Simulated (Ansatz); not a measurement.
The cluster Pb₅Se₁₀, relaxed as a singlet with RKS PBE-D4/def2-SVP in Ansatz, starting from the GFN1-xTB geometry. Force threshold 0.03 eV/Å.

In the def2 sets Pb takes a core potential; there is no spin–orbit coupling. Single mean-field runs in def2-SVP are fitted with def2-universal-jkfit. The restricted singlet is unstable towards broken spin symmetry in Hartree–Fock (as tested in another run); at PBE-D4/def2-SVP this wasn't settled. Another isomer (singlet) lies 1.06 eV lower at PBE0-D4/def2-TZVP; other spin states weren't run for this one.

Start:

| atom | x (Å) | y (Å) | z (Å) |
| --- | --- | --- | --- |
| Pb1 | 2.7924 | -1.3844 | 2.0371 |
| Pb2 | -2.3475 | -0.3995 | 1.4807 |
| Pb3 | 0.7395 | 0.5816 | -3.4605 |
| Pb4 | -1.6911 | -2.9567 | -1.8145 |
| Pb5 | -0.4352 | 3.0154 | -0.9066 |
| Se6 | 0.7584 | -1.8858 | -2.3165 |
| Se7 | -1.8243 | 1.2285 | -2.5675 |
| Se8 | 1.7355 | 1.2955 | -1.0278 |
| Se9 | -0.8079 | -2.7980 | 0.7502 |
| Se10 | 3.3688 | 1.1180 | 2.7027 |
| Se11 | -1.5318 | 2.1886 | 1.3575 |
| Se12 | 1.0251 | 1.7980 | 2.4586 |
| Se13 | -2.8552 | -0.4805 | -1.3244 |
| Se14 | 0.2941 | -0.4028 | 2.6380 |
| Se15 | 0.7791 | -0.9181 | -0.0069 |

Q: Estimate the energy that the relaxation releases and the steps that it takes.

A: 86.1 kJ/mol, in 13 steps; 62 s on 2 threads of AMD EPYC 7R13 on a shared host and a share (18 GiB) of an NVIDIA H100 80GB HBM3. No frequencies were taken in this run, so the end may be a saddle point.

Q: Does the start keep its bonding and symmetry?

A: By distances, no bond broke or formed. The bond that changes most is Pb2–Se9, from 2.94 to 3.24 Å (atoms count from 1).

Q: Predict the relaxed structure.

A: 
```xyz
15

Pb    2.6150   -1.6478    1.9405
Pb   -2.4123   -0.2673    1.3837
Pb    0.8276    0.6854   -3.4590
Pb   -1.5675   -3.1059   -1.7371
Pb   -0.5893    3.1031   -0.9396
Se    0.9205   -1.8885   -2.2864
Se   -1.9502    1.1943   -2.7761
Se    1.7873    1.4564   -0.9526
Se   -0.6627   -2.9517    0.8910
Se    3.5636    0.9252    2.3366
Se   -1.8669    2.4101    1.3179
Se    1.3758    1.7659    2.8400
Se   -2.9399   -0.5505   -1.4943
Se    0.2693   -0.3450    2.9384
Se    0.6298   -0.7838   -0.0030
```
Bond lengths (bridged metal pairs left out): 15 × Pb–Se 2.68 to 3.10 Å; 6 × Se–Se 2.38 to 2.69 Å.
